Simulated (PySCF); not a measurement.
Exercise with solution: chemical shift, span and skew from a shielding tensor

AlH₄O₂P, SMILES [OH][Al]([OH])[PH2]. Atoms are numbered in the order given.

```xyz
8

Al    -0.4913     0.0070     0.0000
O     -1.2759     0.0023     1.5152
H     -2.2205    -0.0127     1.7021
O     -1.2759     0.0023    -1.5152
H     -2.2205    -0.0127    -1.7021
P      1.8222    -0.1190     0.0000
H      1.9543     0.8413    -1.0480
H      1.9543     0.8413     1.0480
```

Geometry: TPSSh-D3(BJ)/def2-SVP. The values are those of a single conformer.

GIAO shieldings from PySCF with HF/pcSseg-1, non-relativistic, no solvent. The symmetric part of the tensor of P6 has the principal values 595.0, 654.4, 795.7 ppm. The same nucleus in PH3 has σ = 598.4 ppm at this level (PySCF, at its B3LYP-D3(BJ)/def2-TZVP geometry).

Work out the isotropic shielding, the ³¹P shift against PH3, the span and the skew.


σ(iso) = (σ11 + σ22 + σ33)/3 = 681.7 ppm. δ = σ(ref) − σ(iso) = 598.4 − (681.7) = -83.3 ppm.
Span Ω = σ33 − σ11 = 200.7 ppm. Skew κ = 3(σ(iso) − σ22)/Ω = 0.41. Tumbling in solution averages the tensor to δ; in a static solid the shielding alone would spread this spin-1/2 line over Ω.
